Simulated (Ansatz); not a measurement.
The cluster FeCo₂. The state is a septet with charge 0. Geometry PBE0-D4/def2-TZVP; atoms count from 1.

```tsv
atom	x (Å)	y (Å)	z (Å)
Fe1	-0.330	-1.358	-0.261
Co2	-0.968	1.046	0.154
Co3	1.299	0.312	0.106
```

The charge 0 septet is spin-contaminated (final ⟨S²⟩ up to 13.12, 12.00 for a pure state). No other spin state of charge 0 was run. The geometry of the septet was relaxed on an unsound state (⟨S²⟩ 13.12, where a pure state has 12.00). Another isomer (triplet) lies 0.08 eV lower at PBE0-D4/def2-TZVP; other spin states weren't run for this one.

Q: Estimate the Mulliken populations from the PBE0/def2-TZVP orbitals of Ansatz.

A: 
| atom | charge (e) | spin (α − β) | d electrons |
| --- | --- | --- | --- |
| Fe1 | -0.04 | 2.69 | 6.69 |
| Co2 | -0.01 | 1.62 | 7.93 |
| Co3 | 0.05 | 1.68 | 7.96 |
Mulliken values and Mayer orders depend strongly on the basis.

Q: Where does the spin sit?

A: Summed by element: Fe 2.69, Co 3.31, of 6 unpaired in all. Largest on single atoms: Fe1 2.69, Co3 1.68, Co2 1.62.

Q: And the Mayer bond orders between bonded heavy atoms (over 0.3)?

A: Fe1–Co2 0.64 (2.52 Å); Fe1–Co3 0.88 (2.36 Å); Co2–Co3 0.76 (2.38 Å).
